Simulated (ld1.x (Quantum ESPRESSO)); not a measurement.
u(r) = r·R(r): atom against pseudo-atom (titanium)

Columns: radius, all-electron u(r) and pseudo u(r) of the 4p shell (level -1.47 eV) of titanium in the configuration [Ar] 3d2 4s2 4p0; PBE, scalar-relativistic, TM scheme, ld1.x (Quantum ESPRESSO) 7.5.

```tsv
r (bohr)	all-electron	pseudo
0.143	0.1020	0.0016
0.285	0.0579	0.0063
0.428	-0.0528	0.0142
0.570	-0.1391	0.0249
0.713	-0.1799	0.0385
0.855	-0.1790	0.0545
0.998	-0.1487	0.0730
1.140	-0.1010	0.0935
1.283	-0.0439	0.1161
1.425	0.0157	0.1405
1.568	0.0751	0.1668
1.710	0.1313	0.1946
1.853	0.1838	0.2241
1.995	0.2314	0.2548
2.138	0.2746	0.2864
2.280	0.3129	0.3179
2.423	0.3469	0.3484
2.565	0.3763	0.3766
2.708	0.4018	0.4018
2.850	0.4232	0.4232
2.992	0.4409	0.4409
3.135	0.4552	0.4552
3.278	0.4662	0.4662
3.420	0.4741	0.4741
3.563	0.4794	0.4794
3.705	0.4821	0.4821
```

(1) How many radial nodes do the two functions have?

(2) At about which radius was the pseudo-wave matched?

(3) Is the pseudo-wave norm-conserving?

## Answers

(1) The all-electron 4p function has n − l − 1 = 2; the pseudo-wave has 0, since the states of the same l below it are removed with the core.

(2) 2.85 bohr. The columns agree to 0.0005 from 2.56 bohr on; several derivatives are matched, so the curves merge somewhat inside the radius.

(3) Yes: the TM scheme keeps the norm inside the radius equal to the all-electron one, which fixes the energy derivative of the logarithmic derivative at the level.
